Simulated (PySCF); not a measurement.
C4H8ClSi (doublet state).
Geometry (GFN2-xTB, Å), atoms numbered from 1 in this order:
```xyz
14
C4H8ClSi angstrom
C     -0.9921   -1.0901    0.1467
C     -1.4748    0.2565   -0.2242
C     -0.3591    1.2640   -0.3547
Cl    -0.9339    2.8492   -0.8114
C      0.9228    1.0277   -0.1575
Si     1.6312   -0.6433    0.3438
H     -1.1458   -1.4330    1.1528
H     -0.9536   -1.8486   -0.6129
H     -2.1698    0.6429    0.5294
H     -1.9970    0.2301   -1.1870
H      1.6171    1.8446   -0.2846
H      1.2602   -1.0553    1.6978
H      1.5137   -1.6806   -0.6811
H      3.0805   -0.3645    0.4206
```

The hyperfine couplings belong to this conformer and change with its torsions.

The species is `[CH2]C/C(Cl)=C\[SiH3]` [radical].

Theory: PySCF, UKS B3LYP, pcH-1 on C Cl H Si, non-relativistic, mean-field spin-orbit, GIAO. One conformer (not necessarily the lowest) at the GFN2-xTB geometry, without solvent, vibrations or thermal averaging. Couplings are sensitive to structure, and on GFN2-xTB geometries they can be far from those on DFT ones. No stability test was run, so a lower SCF solution isn't excluded.

Predict the first-order ENDOR lines of H12/H13/H14, H7/H8, H9/H10, H11 and Cl4 under fast tumbling at B = 348.3 mT (X band).

For S = 1/2 in fast tumbling each set of equivalent nuclei gives two lines, ν± = |νn ± a/2| to first order, with νn = g_N μN B/h and μN/h = 7.62259 MHz/T.

| nuclei | isotope | g_N | νn (MHz) | a_iso (MHz) | lower line (MHz) | upper line (MHz) |
| --- | --- | --- | --- | --- | --- | --- |
| H12/H13/H14 | 1H | 5.5857 | 14.83 | 61.47 | 15.91 | 45.56 |
| H7/H8 | 1H | 5.5857 | 14.83 | -48.66 | 9.50 | 39.16 |
| H9/H10 | 1H | 5.5857 | 14.83 | 39.71 | 5.03 | 34.69 |
| H11 | 1H | 5.5857 | 14.83 | -0.81 | 14.43 | 15.23 |
| Cl4 | 35Cl | 0.5479 | 1.45 | -0.89 | 1.01 | 1.90 |

Which pairs are centred on the nuclear Larmor frequency, and which on half the coupling?

Centred on νn, since |a| < 2νn: H11 and Cl4. Centred on |a|/2 and split by 2νn: H12/H13/H14, H7/H8 and H9/H10.

At what field would the lower line of H12/H13/H14 fall to zero frequency?

Where νn = |a|/2, that is B = 30.74 MHz/(5.5857 × 7.62259 MHz/T) = 722 mT, as far as first order holds there.

Nuclei that the bonding pattern makes equivalent are averaged, as if the motion that swaps them (rotation, inversion, ring flip) were fast.

Main isotope only: 35Cl (natural samples also hold 24 % 37Cl, magnetic too, which adds its own pattern).

Largest spin populations (Mulliken): C1 (+0.99) and C2 (-0.07). C1 is the only atom above +0.15. The positive populations add up to 1.16 and the negative ones to -0.16, together 2S = 1. The angles at C1 add up to 353.4°, so it is slightly pyramidal.
